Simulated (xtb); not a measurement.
Species: H₂ClFSi, SMILES `F[SiH2]Cl` (charge 0, multiplicity 1).

Task: Give a relaxed geometry from GFN2-xTB (xtb 6.7.1).

Result: the end point of this relaxation (outside a Z-matrix the atoms follow the SMILES, hydrogens last).
Z-matrix (Å, degrees):
```
Si
F 1 1.6060
H 1 1.4488 2 104.72
H 1 1.4488 3 116.32 2 115.02
Cl 1 1.9956 3 111.47 2 -115.66
```
